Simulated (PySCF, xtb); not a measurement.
CH3Cl2GaO, SMILES C[O][Ga]([Cl])[Cl].

GFN2-xTB (xtb) at its own geometry gives an orbital gap of 3.66 eV and a dipole moment of 1.41 D.

Geometry: PBE-D3(BJ)/def2-SVP. The structure was generated by enumeration; whether it is a known compound was not checked. The values are those of a single conformer.

### Question
What does PBE/def2-TZVP in PySCF give? (The exact figures need the calculation; the answer reports its results.)

### Answer
gap 4.28 eV (levels -6.97 and -2.69 eV), dipole 1.52 D.
